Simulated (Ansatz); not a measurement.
`C=[C](O)[SnH2][AlH2]` and `C=C(O)O` differ in one atom or group.

Ansatz, PBE0-D4/def2-TZVP geometries, multiplicity 1. Each molecule was computed in one conformer, which needn't be the lowest.

Elements past krypton have def2 core potentials.

```csv
property,`C=[C](O)[SnH2][AlH2]`
size of the dipole moment (PBE/def2-TZVPP) / D,1.70
HOMO–LUMO gap (PBE/def2-TZVPP) / eV,3.43
size of the dipole moment (B3LYP/def2-TZVPP) / D,1.56
HOMO energy (PBE/def2-TZVPP) / eV,-5.74
HOMO energy (B3LYP/def2-TZVPP) / eV,-6.53
HOMO energy (PBE0/def2-TZVPP) / eV,-6.69
```

(1) Give the same properties after the change, and the shifts. (An estimate is asked.)

Results:

(1) Computed: 
```json
{"property": "size of the dipole moment (PBE/def2-TZVPP) / D", "`C=C(O)O`": "1.82", "shift": "0.12"}
{"property": "HOMO–LUMO gap (PBE/def2-TZVPP) / eV", "`C=C(O)O`": "4.96", "shift": "1.53"}
{"property": "size of the dipole moment (B3LYP/def2-TZVPP) / D", "`C=C(O)O`": "1.81", "shift": "0.25"}
{"property": "HOMO energy (PBE/def2-TZVPP) / eV", "`C=C(O)O`": "-5.08", "shift": "0.66"}
{"property": "HOMO energy (B3LYP/def2-TZVPP) / eV", "`C=C(O)O`": "-6.12", "shift": "0.41"}
{"property": "HOMO energy (PBE0/def2-TZVPP) / eV", "`C=C(O)O`": "-6.32", "shift": "0.37"}
```

With PBE0 the HOMO rises by 0.37 eV and the LUMO rises by 2.23 eV, so the gap widens by about 1.86 eV. PBE moves the HOMO by 0.66 eV and ωB97M-V by 0.05 eV. Dipoles are sizes alone; their direction can turn.

B3LYP here is the variant with VWN-RPA as its local correlation; programs differ in this.
